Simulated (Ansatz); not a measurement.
Input file for Ansatz (a program for electronic structure): R-CCSD(T)/aug-cc-pVDZ on C2H6Se (a complex). The run froze 16 orbitals, filled d shells among them.

Ansatz 0.2 input:
```yaml
crystal:
  periodic: [false, false, false]
  atoms:
    - {symbol: C, position_ang: [-0.30346475, 0.63998212, -0.06601888]}
    - {symbol: C, position_ang: [0.10920536, -0.61537879, 0.03457647]}
    - {symbol: H, position_ang: [-1.34818959, 0.88666125, -0.21210950]}
    - {symbol: H, position_ang: [0.38531656, 1.47332030, -0.00289293]}
    - {symbol: H, position_ang: [1.15309053, -0.86200671, 0.18418310]}
    - {symbol: H, position_ang: [-0.58039115, -1.44876279, -0.02491021]}
    - {symbol: Se, position_ang: [0.36617594, 0.44879997, 3.44349340]}
    - {symbol: H, position_ang: [-1.00237583, -0.01368903, 3.18383706]}
    - {symbol: H, position_ang: [0.12120967, 0.49238226, 4.89593779]}
basis:
  gaussian:
    orbitals: aug-cc-pVDZ
magnetization: {spin_polarized: false}
correlation: {method: ccsd_t, electrons: outside_noble_gas}
scf: {lower_state_search: off}
```

Output:

```
WARN ansatz: RAYON_NUM_THREADS=1 ignored (pool sized by the plan → 1); use --threads N
Functional definition: HF
these checks for a lower state are left out or cut short: stability, starts, cluster_reference, orbital_swaps, neighbouring_geometries, increment
integrals: 0.33 GiB planned
1387 factors; integrals over basis functions are off by at most 1.1e-3 eV
mean field: 0.48 GiB planned
mean field evaluation 1: about -67455.1186 eV, gradient 2.8e1 eV
mean field evaluation 2: about -67455.1351 eV, gradient 2.8e1 eV
mean field evaluation 4: about -67457.4758 eV, gradient 2.4e0 eV
mean field evaluation 8: about -67457.5037 eV, gradient 8.5e-2 eV
mean field -67457.50380888 eV, -2479.0175406379 hartree, gradient 2.2e-6 eV, S^2 0.000000; 0 other end points of the search recorded, 0 dependent functions left out
16 core orbitals not correlated
reference -67457.50380888 eV, -2479.0175406379 hartree; 10, 10 occupied and 110, 110 virtual orbitals, 1387 factors
second order -11.56546818 eV of doubles, -0.00000000 eV of singles
coupled cluster: 0.74 GiB planned
cycle   1  -12.49411235 eV  change   -9.3e-1 eV  update   7.8e-2
cycle   2  -12.89111059 eV  change   -4.0e-1 eV  update   2.7e-2
cycle   3  -12.93511349 eV  change   -4.4e-2 eV  update   8.9e-3
cycle   4  -12.93587761 eV  change   -7.6e-4 eV  update   2.9e-3
cycle   5  -12.93602409 eV  change   -1.5e-4 eV  update   7.8e-4
cycle   6  -12.93602202 eV  change    2.1e-6 eV  update   2.6e-4
cycle   7  -12.93606218 eV  change   -4.0e-5 eV  update   6.8e-5
cycle   8  -12.93609250 eV  change   -3.0e-5 eV  update   2.3e-5
cycle   9  -12.93609176 eV  change    7.4e-7 eV  update   7.2e-6
perturbative correction -0.43222947 eV, -0.0158841401 hartree
Total energy: -67470.87213010 eV, -2479.5088173816 hartree
Checks for a lower state left out: stability, starts, cluster_reference, orbital_swaps, neighbouring_geometries, increment
```

Self-consistency was reached.

Cost: very roughly 21 core-seconds.
